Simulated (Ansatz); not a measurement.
The cluster Fe2Co. Total charge 0; octet. Geometry relaxed at PBE0-D4/def2-TZVP.

Cartesian coordinates in Å:
```
Fe -1.3799 0.3188 -0.1908
Fe 0.7168 -1.0474 -0.6769
Co 0.6631 0.7286 0.8676
```

The charge 0 octet is spin-contaminated (final ⟨S²⟩ up to 16.90, 15.75 for a pure state). The relaxation made no stability test and no search for a lower SCF solution. The geometry of the octet was relaxed on an unsound state (⟨S²⟩ 16.90, where a pure state has 15.75). The structure comes from a short search, and lower isomers may exist.

(1) Estimate the harmonic wavenumbers at UKS PBE0-D4/def2-TZVP (Ansatz, unscaled). Is this a minimum?

Results:

(1) 111, 156, 227 cm⁻¹. Yes, no mode is imaginary beyond noise. Zero-point energy 3.0 kJ/mol. Run time 2.9 min (4 threads of Arm Neoverse V2 on a shared host), peak host memory 0.87 GiB.
